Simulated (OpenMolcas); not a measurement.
Pd2+ in a point-charge field

Pd2+ among 6 point charges of -1.5 e arranged as a trigonal prism (D3h), 2.29 Å from the ion, with a polar angle of 42.7° against the regular 49.1°.
```
   1.5535    0.0000    1.6825  -1.50
  -0.7767    1.3454    1.6825  -1.50
  -0.7767   -1.3454    1.6825  -1.50
   1.5535    0.0000   -1.6825  -1.50
  -0.7767    1.3454   -1.6825  -1.50
  -0.7767   -1.3454   -1.6825  -1.50
```

```
Program             : OpenMolcas 26.06
Method              : SS-CASPT2, IPEA 0.25 Eh, imaginary shift 0.1 Eh (closed shells correlated: 4s 4p)
Basis               : ANO-RCC-VTZP [7s6p4d2f1g]
Scalar Hamiltonian  : DKH2, point nucleus
Active space        : 8 electrons in 5 orbitals (4d)
State averaging     : 2S+1 = 3 even, 10 roots; 2S+1 = 1 even, 15 roots
Spin-orbit coupling : RASSI with atomic mean-field integrals over the reference wave functions
```

The lowest spin-free states (labels of D3, the rotations of D3h), above the lowest:

```
State  Degeneracy  E (cm-1)  Free-ion L (%)
  3A2           1         0          F (94)
   3E           2      2860          F (96)
  3A1           1      5590         F (100)
  3A2           1      5600         F (100)
   3E           2      8430         F (100)
   1E           2     10820          D (74)
   1E           2     12740          D (76)
   3E           2     13510          P (96)
  1A1           1     15690          G (78)
  1A1           1     16150          D (77)
   1E           2     17520          G (76)
  1A1           1     20580         G (100)
  1A2           1     20600         G (100)
   1E           2     21310          G (74)
  3A2           1     22700          P (94)
   1E           2     28170         G (100)
  1A1           1     44600          S (96)
```

The lowest levels with spin-orbit coupling:

```
E (cm-1)  Degeneracy  Label      2S+1               g
       0           1     A1         3                
     380           2      E         3  0.00 0.00 3.56
    2930           2      E         3  0.00 0.00 5.81
    4680           2      E         3  0.00 0.00 2.33
    4700           2      E         3  0.00 0.00 9.99
    5050           1     A2         3                
    5850           1     A1         3                
    6140           1     A2         3                
    6140           1     A1         3                
    8110           2      E         3  0.00 0.00 2.59
    9150           1     A2         3                
    9150           1     A1         3                
    9740           2      E  3 (75 %)  0.00 0.00 4.13
   10740           2      E  3 (77 %)  0.00 0.00 0.55
   12850           2      E  3 (68 %)  0.00 0.00 4.25
   13450           2      E  3 (72 %)  0.00 0.00 1.72
   14570           1     A1  3 (80 %)                
   15170           2      E  3 (65 %)  0.00 0.00 5.18
   15680           1     A2         3                
   16270           2      E  1 (56 %)  0.00 0.00 1.88
```

Powder χT (cm3 K/mol): 0.0235 at 2 K, 0.118 at 10 K, 0.588 at 50 K, 1.16 at 100 K, 2 at 200 K, 2.38 at 300 K. The effective moment at 300 K is 2.828 √(χT) = 4.36 μB.

The lowest level has 2S+1 = 3, for which the spin-only value is χT = S(S+1) / 2 = 1.000 cm3 K/mol (g = 2). The computed 2.379 at 300 K differs by +1.379, through orbital momentum, spin-orbit coupling and any other state in reach.

Roots that are degenerate in the reference are averaged as groups; the widest CASPT2 spread within a group is 110 cm-1 (the 2-fold group of multiplicity 3 near 8430 cm-1 above the lowest state of its run). Shifts and gaps below about the spread of the groups concerned are not significant. Real 4d8 and 5d8 ions are as a rule square planar and diamagnetic. Free-ion shares, where given, are those of the reference states; single-state CASPT2 does not remix them. This is an electrostatic model: the charges have no orbitals. No measured value stands beside these numbers.

With an even number of electrons the g values are those of a degenerate or nearly degenerate non-Kramers pair.
